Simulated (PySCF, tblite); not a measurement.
Isomers of C5H10NOP, one GFN2-xTB conformer each. Single-point energies are computed at PBE0/pcSseg-1 (PySCF, gas phase, no added dispersion term), electronic only.

```tsv
SMILES	GFN2-xTB relative energy (kJ/mol)
CC(C)[P@@H](=O)CC#N	0.0
NP1CCC(=O)CC1	37.0
CC[P@@H](=O)CCC#N	7.4
```

Conformers: `[CH3:1][CH:2]([CH3:3])[P@@H:4](=[O:5])[CH2:6][C:7]#[N:8]` with C1–C2–P4–O5 61°, C2–P4–C6–C7 46°; `[NH2:1][P:2]1[CH2:3][CH2:4][C:5](=[O:6])[CH2:7][CH2:8]1` with H–N1–P2–C3 -101° and 28°, N1–P2–C3–C4 -159°, P2–C3–C4–C5 65°, C3–C4–C5–O6 117°, C4–C5–C7–C8 62°; `[CH3:1][CH2:2][P@@H:3](=[O:4])[CH2:5][CH2:6][C:7]#[N:8]` with C1–C2–P3–O4 178°, C2–P3–C5–C6 -178°, P3–C5–C6–C7 -66°.

Question: What does PBE0/pcSseg-1 give for the same structures?

Answer: 
| SMILES | PBE0/pcSseg-1 E (Eh) | PBE0/pcSseg-1 (kJ/mol) | GFN2-xTB (kJ/mol) | point group |
| --- | --- | --- | --- | --- |
| NP1CCC(=O)CC1 | -667.33201 | 0.0 | 37.0 | – |
| CC(C)[P@@H](=O)CC#N | -667.31866 | 35.1 | 0.0 | C1 |
| CC[P@@H](=O)CCC#N | -667.31740 | 38.4 | 7.4 | C1 |

GFN2-xTB puts CC(C)[P@@H](=O)CC#N lowest instead; measured from each level's own lowest isomer, the values differ by up to 37.0 kJ/mol (NP1CCC(=O)CC1: 37.0 against 0.0). As drawn, the lowest has a C=O bond and an N–H bond, which the highest lacks; the highest has a C≡N group and a P=O bond, which the lowest lacks. Neighbours under 10 kJ/mol apart (CC(C)[P@@H](=O)CC#N and CC[P@@H](=O)CCC#N) can change places with a better method, another conformer or zero-point energy.

Question: Which frontier levels, dipoles and rotational constants go with these structures?

Answer: 
```tsv
SMILES	HOMO (eV, PBE0/pcSseg-1)	LUMO (eV)	dipole (D)	A, B, C (MHz)
NP1CCC(=O)CC1	-7.03	-0.46	2.82	3424, 1221, 1037
CC(C)[P@@H](=O)CC#N	-8.15	0.23	0.87	2314, 1282, 1021
CC[P@@H](=O)CCC#N	-7.92	0.44	5.29	2708, 1034, 927.2
```

Question: What happens when harmonic zero-point energies from GFN2-xTB frequencies are added?

Answer: 
```csv
SMILES,ZPE (kJ/mol),electronic (kJ/mol),with ZPE (kJ/mol)
NP1CCC(=O)CC1,381.6,0.0,0.0
CC(C)[P@@H](=O)CC#N,371.4,35.1,24.8
CC[P@@H](=O)CCC#N,372.5,38.4,29.2
```

The zero-point energies span 10.2 kJ/mol. The order is unchanged.
